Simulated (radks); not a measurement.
The indium ion In48+, 1 electrons, occupied as 1s1.

Method: Dirac Kohn-Sham, BLYP, spin-unpolarised, spherical densities, finite nucleus; Fermi nuclear charge, rms radius 4.6156 fm; computed with a radial shooting solver on a logarithmic mesh with Libxc functionals.

Energy parts (eV):
part                      energy
total                 -33709.305
kinetic                36091.972
electron-nucleus      -69874.225
Hartree                  437.343
exchange-correlation    -364.395

Orbitals (lengths in bohr, moments of r in powers of bohr; r(max) is where P^2 peaks):
orbital  occ.  eigenvalue (eV)   r(max)
1s1/2       1        -33363.82  0.01907
2s1/2       0        -8470.962   0.1041
2p1/2       0        -8366.005  0.07803
2p3/2       0        -8104.188  0.08223

The highest occupied level is 1s1/2 at -33364 eV. The density falls to 0.001 e/bohr^3 at r = 0.18 bohr. The electron density at the nucleus is 7.788e+04 e/bohr^3.
